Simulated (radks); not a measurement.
Results of a calculation; reference values are marked as such.
The ytterbium ion Yb4+, 66 electrons, occupied as [Xe] 4f12. Code: a radial shooting solver on a logarithmic mesh with Libxc functionals. Model: Dirac Kohn-Sham, exchange-only B88, spin-unpolarised, spherical densities, point nucleus; open shells are shared between the two j in proportion to 2j + 1. Some entries of the table are withheld. Estimate them.

orbital     occ.  eigenvalue (eV)  <1/r> (bohr^-1)  <r> (bohr)
1s1/2          2        -61228.99              (1)     0.01966
2s1/2          2        -10412.99            19.47     0.08274
2p1/2          2        -9933.880            19.44     0.06872
2p3/2          4        -8886.529            16.69     0.07622
3s1/2          2        -2390.479            7.135      0.2163
3p1/2          2              (2)            7.050      0.2061
3p3/2          4              (3)            6.344      0.2201
3d3/2          4        -1597.782              (4)      0.1935
3d5/2          6        -1549.243              (5)      0.1979
4s1/2          2        -514.3868            2.992         (6)
4p1/2          2        -428.8948            2.883      0.4944
4p3/2          4        -378.2408            2.638      0.5264
4d3/2          4        -237.6060            2.420      0.5501
4d5/2          6        -228.3291            2.360      0.5612
5s1/2          2        -101.9857            1.151       1.164
5p1/2          2         -77.4025            1.031       1.283
5p3/2          4         -70.1582           0.9504       1.373
4f5/2    5.14286         -56.4129              (7)         (8)
4f7/2    6.85714         -54.9369              (9)        (10)

Answer. 
(1) 1s1/2 <1/r> (bohr^-1): 80.68
(2) 3p1/2 eigenvalue (eV): -2179.263
(3) 3p3/2 eigenvalue (eV): -1957.020
(4) 3d3/2 <1/r> (bohr^-1): 6.233
(5) 3d5/2 <1/r> (bohr^-1): 6.062
(6) 4s1/2 <r> (bohr): 0.4869
(7) 4f5/2 <1/r> (bohr^-1): 1.857
(8) 4f5/2 <r> (bohr): 0.6924
(9) 4f7/2 <1/r> (bohr^-1): 1.831
(10) 4f7/2 <r> (bohr): 0.7031
